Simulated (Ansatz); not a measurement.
Basis-set series for C2H9BOSi, SMILES `B[SiH](C)OC`. Charge 0, multiplicity 1. Geometry: relaxed with PBE0-D4/def2-TZVP. It is one conformer, not always the lowest.

```csv
functional,basis,functions,energy (Eh),HOMO (eV),LUMO (eV)
PBE0-D4,def2-SVP,119,-470.62204,-7.68,-2.20
PBE0-D4,def2-QZVPP,568,-470.95797,-7.81,-2.30
ωB97M-V,def2-SVP,119,-470.83038,-9.94,-0.15
ωB97M-V,def2-QZVPP,568,-471.17697,-10.05,-0.39
```

**Question.** Give the rows for def2-TZVPP. (Estimate.)

**Answer.** Ansatz gave: 
```json
{"functional": "PBE0-D4", "basis": "def2-TZVPP", "functions": "292", "energy (Eh)": "-470.93708", "HOMO (eV)": "-7.79", "LUMO (eV)": "-2.28"}
{"functional": "ωB97M-V", "basis": "def2-TZVPP", "functions": "292", "energy (Eh)": "-471.15714", "HOMO (eV)": "-10.03", "LUMO (eV)": "-0.34"}
```
